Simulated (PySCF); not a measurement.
BrFH3NSi, SMILES N[SiH](F)Br. Heavy atoms are numbered as in [SiH:1]([NH2:2])([F:3])[Br:4]. Hydrogens are named by the atom that carries them.

Coordinates come from a PBE0-D3(BJ)/def2-SVP optimisation. The structure was generated by enumeration, and PubChem lists no compound with its InChIKey, so it may never have been made. The values are those of a single conformer.

Level of theory: B3LYP/pcSseg-1 in PySCF.

GIAO shieldings, no solvent; atoms alike by connectivity are averaged. δ = σ(ref) − σ: ²⁹Si against TMS (σ = 338.7 ppm); ¹⁵N against NH3 (σ = 265.5 ppm); ¹⁹F against CFCl3 (σ = 161.7 ppm); ¹H against TMS (σ = 31.68 ppm), references at their B3LYP-D3(BJ)/def2-TZVP geometries, non-relativistic (without spin–orbit terms, shifts of atoms bonded to Cl or Br come out too high).

```tsv
nucleus	atoms	count	δ (ppm)
²⁹Si	Si1 (SiH)	1	-14.6
¹⁵N	N2 (NH2)	1	49.0
¹⁹F	F3	1	-113.8
¹H	H on Si1	1	5.44
¹H	H on N2	2	1.83
```
